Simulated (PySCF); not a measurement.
Zn(OH) (HOZn), SMILES [OH][Zn] (connectivity only; charge and spin as stated), neutral, multiplicity 2.

Coordinates come from a PBE0-D3(BJ)/def2-TZVP optimisation. The spin state was assumed, not searched. The isomer is the one that the SMILES or the coordinates give; other isomers of the formula were not compared.

All values below come from IEF-PCM-B3LYP/def2-TZVPD run with PySCF.

The values are the electrostatic part of the solvation free energy, E(continuum) − E(gas) at the gas-phase geometry, in a cavity of scaled van der Waals radii (PySCF's table); cavitation and dispersion terms are not included. A continuum can't describe solvent molecules that bind to the metal. The dipole moment in vacuum is 1.98 D.

Computed values in water (ε = 78.36), N,N-dimethylformamide (ε = 37.22), toluene (ε = 2.37):
```json
[
 {"solvent": "water", "ε": "78.36", "ΔG(elec) (kcal/mol)": "-13.2", "dipole (D)": "3.33"},
 {"solvent": "N,N-dimethylformamide", "ε": "37.22", "ΔG(elec) (kcal/mol)": "-12.9", "dipole (D)": "3.29"},
 {"solvent": "toluene", "ε": "2.37", "ΔG(elec) (kcal/mol)": "-6.0", "dipole (D)": "2.57"}
]
```
